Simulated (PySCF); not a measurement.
PySCF 2.14 calculation with PBE0-D3(BJ)/def2-SVP geometry and shielding tensors at PBE0/pcSseg-1 (GIAO); relativity neglected, one computed conformer, in vacuum, rapidly exchanging positions averaged.

References, each an isolated molecule treated in the same way: $^{1}$H (σ = 31.27 ppm) and $^{13}$C (σ = 184.41 ppm) against TMS. Shifts are as computed. Against solution values, carbons near 30 ppm lie about +2 ppm off and those near 130 ppm about +5 ppm; carbons on Cl a further +5 ppm. Of 1211 compounds with measured shifts, 218 miss one by over three times the rms of a fit or turn the order of signals round; such compounds aren't used in these exercises. Carbons bonded to Cl come out too deshielded. OH and NH positions are gas-phase values without hydrogen bonding to other molecules.

**Question.** Order these molecules by the shift of their most deshielded carbon, lowest δ first.
A. C=CC(=O)C(C)C
B. O[C@H]1CC=CCC1
C. C=C[C@@H]1CC[P@H]1=O

**Answer.** B (135.9 ppm, alkene CH), C (143.7 ppm, alkene CH), A (204.1 ppm, ketone carbonyl carbon).

**Question.** How many $^{13}$C and $^{1}$H signals does each give (equivalence by symmetry and fast rotation, but not about amide C–N or C=N bonds)? `C=CC(=O)C(C)C`, `O[C@H]1CC=CCC1`, `C=C[C@@H]1CC[P@H]1=O`, `O=C(Cl)C(F)(F)C(F)(F)C(F)(F)F`

**Answer.** C=CC(=O)C(C)C: 5 C, 5 H; O[C@H]1CC=CCC1: 6 C, 10 H; C=C[C@@H]1CC[P@H]1=O: 5 C, 9 H; O=C(Cl)C(F)(F)C(F)(F)C(F)(F)F: 4 C, 0 H.
